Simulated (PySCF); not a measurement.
Compound: C₁₀H₁₆.
Numbering: `[CH3:1][C:2]1=[C:3]=[CH:4][CH2:5][CH2:6][CH2:7][CH2:8][CH2:9][CH2:10]1` (hydrogens: H11, H12, H13 on C1; H14 on C4; H15, H16 on C5; H17, H18 on C6; H19, H20 on C7; H21, H22 on C8; H23, H24 on C9; H25, H26 on C10)

Method: PySCF, PBE0-D3(BJ)/def2-SVP geometry optimisation, gas phase; density fitting, grid level 2; the optimiser is geomeTRIC in internal coordinates, started from a GFN2-xTB structure.

Geometry at step 1:
```
atom  x, y, z in Å
C1      3.1027   -0.1909   -0.9495
C2      1.8356   -0.1333   -0.1537
C3      1.1297    0.9582    0.0423
C4      0.2111    1.8630    0.2771
C5     -1.0929    1.9721   -0.4730
C6     -2.1835    1.1175    0.2018
C7     -2.3293   -0.3172   -0.3187
C8     -1.0549   -1.1356   -0.5060
C9     -0.2000   -1.3843    0.7426
C10     1.2925   -1.4293    0.4279
H11     3.9338   -0.5807   -0.3351
H12     3.3913    0.7984   -1.3299
H13     2.9916   -0.8775   -1.8074
H14     0.3116    2.4991    1.1713
H15    -1.4132    3.0270   -0.4935
H16    -0.9612    1.6623   -1.5238
H17    -3.1633    1.6122    0.0864
H18    -1.9903    1.1059    1.2900
H19    -2.8407   -0.2749   -1.2983
H20    -3.0231   -0.8566    0.3530
H21    -1.3294   -2.1059   -0.9563
H22    -0.4317   -0.6307   -1.2642
H23    -0.3764   -0.5897    1.4873
H24    -0.5030   -2.3271    1.2297
H25     1.8710   -1.6962    1.3329
H26     1.4966   -2.2349   -0.3040
```

**Question.** What forces act on the atoms?

**Answer.** 
```json
{"atom": "C1", "Fx (eV/Å)": "0.087", "Fy (eV/Å)": "-0.038", "Fz (eV/Å)": "-0.039"}
{"atom": "C2", "Fx (eV/Å)": "-0.118", "Fy (eV/Å)": "0.024", "Fz (eV/Å)": "0.033"}
{"atom": "C3", "Fx (eV/Å)": "0.026", "Fy (eV/Å)": "0.036", "Fz (eV/Å)": "-0.033"}
{"atom": "C4", "Fx (eV/Å)": "0.026", "Fy (eV/Å)": "0.030", "Fz (eV/Å)": "0.121"}
{"atom": "C5", "Fx (eV/Å)": "-0.028", "Fy (eV/Å)": "0.065", "Fz (eV/Å)": "-0.118"}
{"atom": "C6", "Fx (eV/Å)": "-0.012", "Fy (eV/Å)": "0.012", "Fz (eV/Å)": "0.092"}
{"atom": "C7", "Fx (eV/Å)": "-0.098", "Fy (eV/Å)": "-0.039", "Fz (eV/Å)": "-0.012"}
{"atom": "C8", "Fx (eV/Å)": "0.067", "Fy (eV/Å)": "-0.012", "Fz (eV/Å)": "-0.097"}
{"atom": "C9", "Fx (eV/Å)": "-0.070", "Fy (eV/Å)": "0.017", "Fz (eV/Å)": "0.094"}
{"atom": "C10", "Fx (eV/Å)": "0.123", "Fy (eV/Å)": "-0.087", "Fz (eV/Å)": "0.011"}
{"atom": "H11", "Fx (eV/Å)": "-0.029", "Fy (eV/Å)": "0.009", "Fz (eV/Å)": "-0.023"}
{"atom": "H12", "Fx (eV/Å)": "-0.005", "Fy (eV/Å)": "-0.013", "Fz (eV/Å)": "0.011"}
{"atom": "H13", "Fx (eV/Å)": "0.007", "Fy (eV/Å)": "0.023", "Fz (eV/Å)": "0.030"}
{"atom": "H14", "Fx (eV/Å)": "-0.001", "Fy (eV/Å)": "-0.052", "Fz (eV/Å)": "-0.057"}
{"atom": "H15", "Fx (eV/Å)": "0.007", "Fy (eV/Å)": "-0.041", "Fz (eV/Å)": "-0.005"}
{"atom": "H16", "Fx (eV/Å)": "-0.013", "Fy (eV/Å)": "0.025", "Fz (eV/Å)": "0.042"}
{"atom": "H17", "Fx (eV/Å)": "0.030", "Fy (eV/Å)": "-0.011", "Fz (eV/Å)": "-0.003"}
{"atom": "H18", "Fx (eV/Å)": "-0.019", "Fy (eV/Å)": "0.012", "Fz (eV/Å)": "-0.048"}
{"atom": "H19", "Fx (eV/Å)": "0.026", "Fy (eV/Å)": "-0.013", "Fz (eV/Å)": "0.044"}
{"atom": "H20", "Fx (eV/Å)": "0.023", "Fy (eV/Å)": "0.032", "Fz (eV/Å)": "-0.029"}
{"atom": "H21", "Fx (eV/Å)": "0.007", "Fy (eV/Å)": "0.038", "Fz (eV/Å)": "0.010"}
{"atom": "H22", "Fx (eV/Å)": "-0.042", "Fy (eV/Å)": "-0.037", "Fz (eV/Å)": "0.024"}
{"atom": "H23", "Fx (eV/Å)": "0.017", "Fy (eV/Å)": "-0.046", "Fz (eV/Å)": "-0.027"}
{"atom": "H24", "Fx (eV/Å)": "0.028", "Fy (eV/Å)": "0.038", "Fz (eV/Å)": "-0.011"}
{"atom": "H25", "Fx (eV/Å)": "-0.029", "Fy (eV/Å)": "-0.011", "Fz (eV/Å)": "-0.046"}
{"atom": "H26", "Fx (eV/Å)": "-0.010", "Fy (eV/Å)": "0.038", "Fz (eV/Å)": "0.035"}
```

The largest, 0.15 eV/Å, acts on C10; the rms over all components is 0.047 eV/Å. The forces sum to zero within rounding, as they must for an isolated molecule in no field.

**Question.** Give the force on C10 in Eh/bohr and in nN.

**Answer.** 0.151 eV/Å ÷ 51.422 = 0.00293 Eh/bohr, and 0.151 eV/Å × 1.602 = 0.24 nN.

**Question.** How far is this geometry from the end of the optimisation?

**Answer.** 0.002 eV above it, and 0.008 Å rms away after alignment. The bonds farthest from their final lengths, with half the difference of the two atoms' forces along the bond (positive lengthens):

```
  bond  now (Å)  final (Å)  force along bond (eV/Å)
 C1–C2    1.497      1.500                    +0.11
C4–H14    1.102      1.099                    -0.10
 C4–C5    1.508      1.510                    +0.08
C8–H22    1.104      1.102                    -0.08
C9–C10    1.526      1.528                    +0.10
 C7–C8    1.526      1.528                    +0.07
```

The cost below is that of the whole optimisation. The run took 1.9 min wall on one thread of an Arm Neoverse V1, on a shared host, and the process peaked at 1.1 GiB of memory.
